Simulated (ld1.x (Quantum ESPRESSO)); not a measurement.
Before and after: TM potential for Sn (Z = 50)

```json
{"Element": "tin", "Generator": "ld1.x (Quantum ESPRESSO) 7.5", "Type": "norm-conserving Troullier–Martins (Kleinman–Bylander form)", "Functional": "PBEsol", "Relativity": "fully relativistic", "Frozen core": "[Kr]", "Valence charge": "14", "Reference configuration": "4d10 5s1 5p0 (charge +3)", "Partial waves": "5s (bound): rc 1.50 bohr; 5p (bound, empty): rc 1.75 bohr; 4d (bound): rc 1.55 bohr", "Local potential": "all-electron potential smoothed inside 1.55 bohr (lloc = -2)", "Core correction": "none"}
```

Open shells are filled in proportion to 2j + 1 (rel_dist='average').

All-electron outer shells of the reference configuration (PBEsol, scalar-relativistic, ld1.x):

```
shell  level (eV)  outermost node (bohr)  outermost maximum (bohr)
   4p     -119.09                   0.41                      0.79
   4d      -55.06                   0.39                      0.88
   5s      -35.96                   0.98                      1.89
   5p      -26.71                   1.07                      2.20
```

Change: wave 4d (bound): rc 1.55 bohr becomes 4d (bound): rc 2.14 bohr.

Cutoffs: the cutoffs (Ry, on a coarse ladder) from which the occupation-weighted sum of valence levels, in a spherical-Bessel basis at the reference potential, stays within 10 and 1 mRy of its value at 400 Ry; they do not see the model core or the augmentation charge, which bear on the density cutoff. Errors are all-electron minus pseudo energies relative to the spin-unpolarised reference configuration.

**Question.** How do hardness, ghosts and transferability respond?

**Answer.** The potential gets softer (90 Ry and 140 Ry → 60 Ry and 110 Ry); both files keep a bound ghost (s); of the 7 tests that both files solve, the error grows in 1 and shrinks in 0 by more than 15 % and 0.3 meV (median size 127.6 → 129.6 meV). A larger radius leaves more room for a smooth pseudo-wave, so fewer plane waves are needed.

| quantity | base | changed |
| --- | --- | --- |
| cutoff, loose | 90 Ry | 60 Ry |
| cutoff, tight | 140 Ry | 110 Ry |
| loose cutoff by channel (10 mRy a level) | s 35 Ry, d 70 Ry | s 35 Ry, d 50 Ry |
| bound ghosts | s | s |
| error for 4d10 5s2 5p2, meV [ΔE -51.91 eV] | +187 | +191 |
| error for 4d10 5s2 5p1, meV [ΔE -45.00 eV] | +128 | +130 |
| error for 4d10 5s2 5p0, meV [ΔE -31.01 eV] | +56 | +56 |
| error for 4d10 5s1 5p3, meV [ΔE -44.92 eV] | +132 | +134 |
| error for 4d9 5s2 5p2, meV [ΔE -19.28 eV] | -55 | +91 |
| error for 4d10 5s0 5p4, meV [ΔE -37.71 eV] | +92 | +92 |
| error for 4d10 5s2 5p2.3, meV [ΔE -52.77 eV] | +199 | +203 |

 A true bound ghost makes a file unfit for plane-wave use even where its test errors are small: the radial tests pick states by their node count and pass the ghost by.
